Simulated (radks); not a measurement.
The numbers below are computed, except where a source is named.
Q: These are the eigenvalues of the occupied orbitals of an atom or ion with whole-number occupations (hartree). Code: a radial shooting solver on a logarithmic mesh with Libxc functionals. Model: non-relativistic Kohn-Sham, Wu-Cohen GGA, spin-unpolarised, spherical densities, point nucleus.

orbital  eigenvalue
1s         -3.61834

Which element is it, and in what charge state? The configuration may be excited.

A: Z = 3, lithium, charge +2: Li2+ in 1s1. The 1s level, -3.6183 hartree, gives Z - s = 2.7 by -(Z - s)^2/2, which with screening narrows Z to a few neighbours, and the depths must fix Z and the occupations together.
